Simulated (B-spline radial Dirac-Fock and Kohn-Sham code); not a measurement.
f′ and f″ of Si, 607.6 eV to 1.318 keV

Model: the dispersion relation over Dirac-Hartree-Slater subshell photoionisation cross sections, with the Kissel-Pratt high-energy constant (isolated atom, no bound-bound lines or fine structure). Program: a radial B-spline solver. The forward scattering factor is f₀ + f′ + i f″.

Input file task.json (cfg lists n, l and occupation; rrms is the nuclear radius in fm):

```json
{"items": [{
  "Z": 14,
  "q": 0,
  "cfg": [[1, 0, 2], [2, 0, 2], [2, 1, 6], [3, 0, 2], [3, 1, 2]],
  "A": 28,
  "rrms": 3.1224,
  "do": "dispersion",
  "hv": [607.6, 763.0, 812.4, 922.3, 940.2, 1000.0, 1023.0, 1111.0, 1123.0, 1233.0, 1253.6, 1318.0, 1405.0, 1486.9, 1900.0, 2000.0, 2984.4, 3051.0, 4000.0, 4510.9, 5414.7, 6000.0, 6403.9, 6930.3, 7005.0, 7309.0, 8047.8, 9251.7, 12000.0, 14770.0, 15000.0, 16490.0, 17479.3, 17490.0, 18410.0, 22162.9, 24209.8, 28100.0, 30000.0, 34380.0, 35600.0, 36990.0, 40000.0, 45110.0],
  "edges": {"K": 1839.0, "L1": 149.7, "L2": 99.8, "L3": 99.2}
}]}
```

Command: `python xray2_run.py task.json out`

No edge lies in or near this range.

```
hν (eV)  λ (Å)  f′ (e)  f″ (e)  tabulated f′  tabulated f″
  607.6  20.41  -0.839   2.229             –          2.12
    763  16.25  -0.945   1.582             –          1.49
  812.4  15.26  -0.990   1.436             –          1.36
  922.3  13.44  -1.099   1.176             –          1.11
  940.2  13.19  -1.118   1.141             –          1.08
   1000  12.40  -1.183   1.034         -1.15          0.98
   1023  12.12  -1.209   0.997         -1.18          0.94
   1111  11.16       ?       ?             ?             ?
   1123  11.04  -1.329   0.857         -1.30          0.80
   1233  10.06  -1.478   0.735         -1.46          0.68
 1253.6  9.890  -1.508   0.715         -1.49          0.66
   1318  9.407  -1.611   0.658         -1.61          0.60
```

Q: What are f′ and f″ at 1111 eV?

A: f′ = -1.314 and f″ = 0.872 electrons (tables: -1.29 and 0.81). By the optical theorem f″ corresponds to a photoabsorption cross section 2 rₑ λ f″ = 54800 b.

Tabulated f′: xraylib 4.2 anomalous scattering factors (Cullen et al., EPDL97); f″: Chantler's tables (J. Phys. Chem. Ref. Data 1995 and 2000). Both are theoretical tables.

Values without a named source are computed, but for edge energies of neutral atoms, which are taken from tables.
